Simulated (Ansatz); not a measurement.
System: CH3F2Ge, net charge 0, doublet state. It need not be the lowest isomer of its formula. SMILES: [CH3][Ge]([F])[F]
Coordinates optimised at B3LYP-D3(BJ)/def2-TZVP (Ansatz, an electronic-structure program):
```
C
H 1 1.0872
H 1 1.0872 2 111.03
H 1 1.0902 2 111.01 3 124.00
Ge 1 1.9913 2 109.20 3 -120.46
F 5 1.7553 1 106.16 2 -64.76
F 5 1.7553 6 102.78 1 111.28
```
Charge 0, spin multiplicity 2.

Wanted: atomisation energy (electronic, to ground-state atoms), in kcal/mol. Correlated levels leave the core frozen unless marked. Open shells are spin-unrestricted. Spin-orbit coupling is left out. The frozen core is the preceding noble-gas configuration, with the filled d and f shells of earlier blocks. No relativistic terms. The coupled-cluster limit lacks core correlation, which all-electron functionals hold. Basis-set limits of correlation are two-point, X^-3; Hartree-Fock from the larger set. [CCSD(T)-MP2]/basis is that difference in the basis named.

```json
[
 {"level": "HF/def2-QZVPP", "program": "Ansatz", "atomisation energy (kcal/mol)": "434.6", "minus last row": "-165.5"},
 {"level": "r2SCAN/def2-TZVPD", "program": "Ansatz", "atomisation energy (kcal/mol)": "600.2", "minus last row": "0.1"},
 {"level": "PBE0/def2-TZVPD", "program": "Ansatz", "atomisation energy (kcal/mol)": "590.7", "minus last row": "-9.4"},
 {"level": "r2SCAN0-D4/def2-TZVPD", "program": "Ansatz + dftd4", "atomisation energy (kcal/mol)": "585.8", "minus last row": "-14.3"},
 {"level": "CAM-B3LYP-D3(BJ)/def2-TZVPD", "program": "Ansatz + dftd3", "atomisation energy (kcal/mol)": "597.9", "minus last row": "-2.2"},
 {"level": "B2GP-PLYP-D3(BJ)/def2-TZVPD", "program": "Ansatz + dftd3", "atomisation energy (kcal/mol)": "590.8", "minus last row": "-9.3"},
 {"level": "B2GP-PLYP/def2-TZVPD", "program": "Ansatz", "atomisation energy (kcal/mol)": "588.8", "minus last row": "-11.3"},
 {"level": "B2PLYP/def2-TZVPD", "program": "Ansatz", "atomisation energy (kcal/mol)": "589.9", "minus last row": "-10.2"},
 {"level": "MP2/CBS(aug-cc-pVTZ,aug-cc-pVQZ)", "program": "Ansatz", "atomisation energy (kcal/mol)": "617.0", "minus last row": "16.9"},
 {"level": "CCSD/STO-3G", "program": "Ansatz", "atomisation energy (kcal/mol)": "551.8", "minus last row": "-48.3"},
 {"level": "CCSD(T)/6-31G", "program": "Ansatz", "atomisation energy (kcal/mol)": "510.0", "minus last row": "-90.1"},
 {"level": "CCSD(T)/6-31G*", "program": "Ansatz", "atomisation energy (kcal/mol)": "543.7", "minus last row": "-56.4"},
 {"level": "CCSD(T)/def2-TZVPP", "program": "Ansatz", "atomisation energy (kcal/mol)": "582.5", "minus last row": "-17.6"},
 {"level": "RI-MP2/CBS(aug-cc-pVTZ,aug-cc-pVQZ)+[CCSD(T)-MP2]/aug-cc-pVDZ", "program": "Ansatz", "atomisation energy (kcal/mol)": "599.3", "minus last row": "-0.8"},
 {"level": "CCSD(T)/CBS(aug-cc-pVTZ,aug-cc-pVQZ)", "program": "Ansatz", "atomisation energy (kcal/mol)": "600.1", "minus last row": "0.0"}
]
```
